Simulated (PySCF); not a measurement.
Ge(NH2)2.
SMILES: `[NH2][Ge][NH2]`

The closed-shell ground state was solved at several levels (PySCF, density fitting, gas phase). Geometry: PBE0-D3(BJ)/def2-SVP, one conformer, isolated molecule. Relativistic effects, spin–orbit coupling among them, are left out although an element past zinc is present.

```json
{"level": "PBE/pcSseg-1 (pcSseg-2 on Ge)", "basis functions": "117", "total energy (Eh)": "-2188.5384", "HOMO (eV)": "-5.47", "LUMO (eV)": "-1.26", "gap (eV)": "4.21", "dipole (D)": "1.74"}
{"level": "PBE0/pcSseg-1 (pcSseg-2 on Ge)", "basis functions": "117", "total energy (Eh)": "-2188.5839", "HOMO (eV)": "-6.79", "LUMO (eV)": "-0.52", "gap (eV)": "6.27", "dipole (D)": "1.64"}
{"level": "B3LYP/pcSseg-1 (pcSseg-2 on Ge)", "basis functions": "117", "total energy (Eh)": "-2189.0337", "HOMO (eV)": "-6.57", "LUMO (eV)": "-0.73", "gap (eV)": "5.84", "dipole (D)": "1.56"}
{"level": "PBE/pcJ-1 (pcSseg-1 on Ge)", "basis functions": "135", "total energy (Eh)": "-2188.2980", "HOMO (eV)": "-5.43", "LUMO (eV)": "-1.20", "gap (eV)": "4.23", "dipole (D)": "1.77"}
```

Problem. Estimate the row for B3LYP/def2-SVPD, a basis of 110 functions; the other rows only guide the guess.

Solution. Total energy -2188.6652 Eh, HOMO -6.72 eV, LUMO -0.90 eV, gap 5.82 eV, dipole 1.39 D.

Problem. Over all these levels, which gives the widest orbital gap and which the narrowest?

Solution. PBE0/pcSseg-1 (pcSseg-2 on Ge) (global hybrid, 25 % exact exchange) has the widest, 6.27 eV, and PBE/pcSseg-1 (pcSseg-2 on Ge) (GGA) the narrowest, 4.21 eV. The two share the basis. From the narrowest to the widest the HOMO moves by -1.32 eV and the LUMO by +0.74 eV.

Problem. In the pcSseg-1 (pcSseg-2 on Ge) basis, how does the gap go with the fixed share of exact exchange?

Solution. PBE (0 %) 4.21 eV; B3LYP (20 %) 5.84 eV; PBE0 (25 %) 6.27 eV. Each rise in the share widens the gap here.

Problem. How far do the dipole and the HOMO energy spread over the levels?

Solution. The dipole runs from 1.39 to 1.77 D (mean 1.62 D) and the HOMO from -6.79 to -5.43 eV.
